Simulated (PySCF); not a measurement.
**Functional benchmark on one molecule**

Molecule: `c1cc(N)ncc1`, C5H6N2.

Cartesian coordinates in Å; atom numbers follow the order of the lines, from 1:
```xyz
13

N     2.339   -0.094    0.114
C     0.974   -0.090    0.032
C     0.251    1.109   -0.152
C    -1.132    1.044   -0.186
C    -1.770   -0.190   -0.035
C    -0.962   -1.308    0.141
N     0.366   -1.272    0.171
H     2.774   -1.005    0.055
H     2.856    0.686   -0.263
H     0.775    2.061   -0.259
H    -1.715    1.958   -0.329
H    -2.857   -0.280   -0.056
H    -1.415   -2.300    0.261
```

Geometry PBE0-D3(BJ)/def2-SVP throughout; GIAO in PySCF, gas phase, one conformer, non-relativistic; equivalent atoms averaged; basis pcSseg-1.

Reference values (estimated from measurements, as parent shift plus tabulated substituent increments; solution, not stated per compound (mostly CDCl3 or CCl4); Pretsch, Buehlmann, Badertscher, Structure Determination of Organic Compounds, 4th ed. (2009)): δ(C2) = 158.2 ppm, δ(C3) = 108.6 ppm, δ(C4) = 137.7 ppm, δ(C5) = 114.0 ppm, δ(C6) = 148.2 ppm, δ(H10) = 6.49 ppm, δ(H11) = 7.38 ppm, δ(H12) = 6.62 ppm. Computed shifts are taken against TMS, calculated as an isolated molecule at each level.

Question: How do the functionals LDA, BLYP, BP86, B97-D, PBE0, WP04, CAM-B3LYP, wB97X-D perform against the reference? Times are CPU seconds on shared hosts with different chips, so compare them loosely; the GGAs took longer than the global hybrids here, which isn't the general rule, and the cause wasn't traced.

Answer: 
| functional | kind | C2 | C3 | C4 | C5 | C6 | H10 | H11 | H12 | mean abs. error C | mean abs. error H | core-s |
| --- | --- | --- | --- | --- | --- | --- | --- | --- | --- | --- | --- | --- |
| LDA | LDA | 161.8 | 111.6 | 144.2 | 120.5 | 157.5 | 6.21 | 7.28 | 6.44 | 5.8 | 0.19 | 14 |
| BLYP | GGA | 158.9 | 107.2 | 139.5 | 115.9 | 152.5 | 5.99 | 7.07 | 6.20 | 2.0 | 0.41 | 18 |
| BP86 | GGA | 157.4 | 106.8 | 138.8 | 115.2 | 151.7 | 6.08 | 7.18 | 6.31 | 1.7 | 0.31 | 17 |
| B97-D | GGA | 153.7 | 103.5 | 134.9 | 111.6 | 147.6 | 6.00 | 7.11 | 6.23 | 3.1 | 0.38 | 20 |
| PBE0 | global hybrid | 161.3 | 108.6 | 143.0 | 116.9 | 155.1 | 6.21 | 7.41 | 6.47 | 3.6 | 0.15 | 13 |
| WP04 | global hybrid | 162.9 | 109.4 | 142.3 | 117.4 | 154.8 | 5.92 | 7.06 | 6.23 | 4.0 | 0.43 | 12 |
| CAM-B3LYP | range-separated hybrid | 166.9 | 111.2 | 147.8 | 119.7 | 159.4 | 6.20 | 7.42 | 6.44 | 7.7 | 0.17 | 15 |
| wB97X-D | range-separated hybrid | 163.9 | 109.1 | 145.2 | 117.5 | 156.9 | 6.22 | 7.47 | 6.49 | 5.2 | 0.16 | 15 |

For 13C the closest is BP86 (1.7 ppm) and the furthest CAM-B3LYP (7.7 ppm).

For 1H the closest is PBE0 (0.15 ppm, with wB97X-D, CAM-B3LYP practically level) and the furthest WP04 (0.43 ppm). One molecule is a small sample, and vibrational and solvent effects are absent from the calculation.
